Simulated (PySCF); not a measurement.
cyclohexasilane (H12Si6), SMILES [SiH2]1[SiH2][SiH2][SiH2][SiH2][SiH2]1.

The structure is a stationary point at B3LYP-D3(BJ)/def2-SVP.

These are TDA-LC-ωPBE/def2-SVPD run with PySCF values and carry that method's errors.

Vertical excitations; the highest root listed may be one member of a degenerate set. Isolated molecule, no solvent. State labels are in the subgroup C2h.

| state | symmetry | energy (eV) | λ (nm) | f | main pairs |
|---|---|---|---|---|---|
| S1 | Bg | 6.52 | 190 | 0.000 | HOMO→LUMO+1 65 % |
| S2 | Au | 6.56 | 189 | 0.000 | HOMO→LUMO 69 % |
| S3 | Bg | 6.85 | 181 | 0.000 | HOMO−1→LUMO (degenerate set) |
| S4 | Ag | 6.85 | 181 | 0.000 | HOMO−2→LUMO (degenerate set) |
| S5 | Bu | 6.99 | 177 | 0.053 | HOMO−2→LUMO+1, HOMO→LUMO+7 (degenerate set) |
| S6 | Au | 6.99 | 177 | 0.053 | HOMO−1→LUMO+1, HOMO→LUMO+8 (degenerate set) |
| T1 | Au | 5.77 | 215 | 0 | HOMO→LUMO 69 % |
| T2 | Ag | 5.87 | 211 | 0 | HOMO−2→LUMO 58 %, HOMO→LUMO+11 12 % |
Triplets are in the Tamm–Dancoff approximation.
